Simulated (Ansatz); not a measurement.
Reaction (ligand exchange at a Ge–C bond): `F[CH]([SiH3])[GeH3]` + `[GeH3][TeH]` → `[GeH3][Te][GeH3]` + `FC[SiH3]`

Computed with Ansatz on PBE0-D4/def2-TZVP structures; ΔE is electronic, products minus reactants. CCSD(T)/CBS is the MP2 limit (def2-TZVPP, def2-QZVPP) plus CCSD(T) − MP2 in def2-TZVPP, frozen cores. def2 core potentials past Kr. For Ge, Te outer-core shells are correlated without core-valence functions, which leaves a few kJ/mol of doubt a bond. Scalar relativity is left out up to krypton.

`F[CH]([SiH3])[GeH3]`:

Z-matrix (Å, degrees):
```
C
Si 1 1.891
Ge 1 1.981 2 114.3
F 1 1.403 2 109.4 3 121.8
H 1 1.097 2 109.5 3 -120.7
H 2 1.487 1 107.6 3 61.3
H 2 1.485 1 110.5 3 -178.9
H 2 1.485 1 109.8 3 -57.8
H 3 1.535 1 109.5 2 56.5
H 3 1.535 1 109.0 2 176.9
H 3 1.538 1 108.6 2 -63.3
```

`[GeH3][TeH]`:

Z-matrix (Å, degrees):
```
Ge
Te 1 2.558
H 1 1.535 2 110.6
H 1 1.535 2 110.7 3 122.1
H 1 1.534 2 105.3 3 -119.0
H 2 1.658 1 91.6 3 -60.4
```

`[GeH3][Te][GeH3]`:

```xyz
9

Ge    1.249    0.925   -0.978
Te   -0.499   -0.863   -1.504
Ge   -1.264   -0.952    0.932
H     0.566    2.178   -0.407
H     1.952    1.261   -2.300
H     2.265    0.387    0.042
H    -2.393   -1.989    1.004
H    -1.780    0.427    1.373
H    -0.096   -1.374    1.837
```

`FC[SiH3]`:

Cartesian coordinates in Å:
```
F -0.754 -1.554 -0.873
C 0.112 -0.965 0.042
Si -0.066 0.921 0.001
H 1.134 -1.271 -0.208
H -0.119 -1.362 1.036
H 0.882 1.490 0.997
H -1.454 1.308 0.357
H 0.266 1.434 -1.352
```

| level | ΔE (eV) |
| --- | --- |
| CCSD(T)/def2-TZVPP | -0.91 |
| CCSD/CBS(def2) | -0.96 |

Problem. What does CCSD(T)/CBS give? (Best estimate.)

Solution. Computed: -0.95 eV. The listed levels differ from it by 0.04, -0.01 eV.

Largest T1 diagnostic among the species: 0.012.

From PBE to PBE0 (25 % exact exchange), in def2-TZVPP and without D4, ΔE moves by −0.05 eV. In def2-TZVPP, CCSD(T) changes the Hartree–Fock value by +0.14 eV (the triples alone add +0.01 eV) and MP2 by +0.05 eV.
